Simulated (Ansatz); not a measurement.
Consider the ligand exchange at a B–C bond: `BCN=C` + `C=C[NH][GeH3]` → `B[N]([GeH3])C=C` + `C=NC`.

Calculated with Ansatz (gas phase, PBE0-D4/def2-TZVP geometries, no zero-point term in ΔE). CCSD(T)/CBS adds triple-zeta CCSD(T) − MP2 to the extrapolated MP2 energy (def2 sets, frozen cores). Functionals use def2-TZVPP. For Ge outer-core shells are correlated without core-valence functions, which leaves a few kJ/mol of doubt a bond. Scalar relativity is left out up to krypton. One conformer a species, not always the lowest.

Task: Is it downhill or uphill in electronic energy at CCSD(T)/CBS, and by how much? (An estimate is asked.)

Result: The calculation gave: Downhill: ΔE = -149.6 kJ/mol.

Task: What do these levels give: PBE-D4, B2PLYP, PBE0, SCS-MP2/def2-QZVPP, MP2/CBS(def2), CCSD/CBS(def2)? (An estimate is asked.)

Result: Ansatz gave: PBE-D4 -141.5, B2PLYP -144.1, PBE0 -137.4, SCS-MP2/def2-QZVPP -148.5, MP2/CBS(def2) -151.1, CCSD/CBS(def2) -145.9 kJ/mol.

Largest T1 diagnostic among the species: 0.013.

The D4 term adds −6.3 kJ/mol with B3LYP and −3.3 kJ/mol with PBE0; it sums over pairs of atoms, weighted by their polarisabilities, and B3LYP, whose exchange is more repulsive, gets the larger term. In def2-TZVPP, CCSD(T) changes the Hartree–Fock value by −19.0 kJ/mol (the triples alone add −3.6 kJ/mol) and MP2 by −20.5 kJ/mol.

B3LYP here is the variant with VWN-RPA as its local correlation; programs differ in this.
